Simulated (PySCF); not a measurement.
# Name the molecule from its bond curve

A diatomic of charge -1 contains Cd. Its doublet curve at PBE0 in a double-zeta basis (scalar-relativistic core potentials, PySCF), in eV from the separated fragments:

(R (Å), E (eV)): (1.759, -0.713), (1.841, -1.104), (1.922, -1.297), (1.984, -1.357), (2.045, -1.369), (2.106, -1.350), (2.188, -1.295), (2.290, -1.202), (2.413, -1.078), (2.577, -0.917)

The fit gives ωe = 415 cm⁻¹ and the rotational constant Bₑ = 0.2904 cm⁻¹.

**Question.** Which atom is the partner?

**Answer.** The minimum lies at 2.035 Å, so the reduced mass is 16.8576 u Å² cm⁻¹/(Bₑ·Re²) = 14.02 u. With Cd at 113.90 u the partner weighs about 16.0 u: O. The molecule is CdO⁻.

Spin–orbit coupling is left out. The state is the lowest determinant that a PBE0 search found; another state may lie lower at other levels.
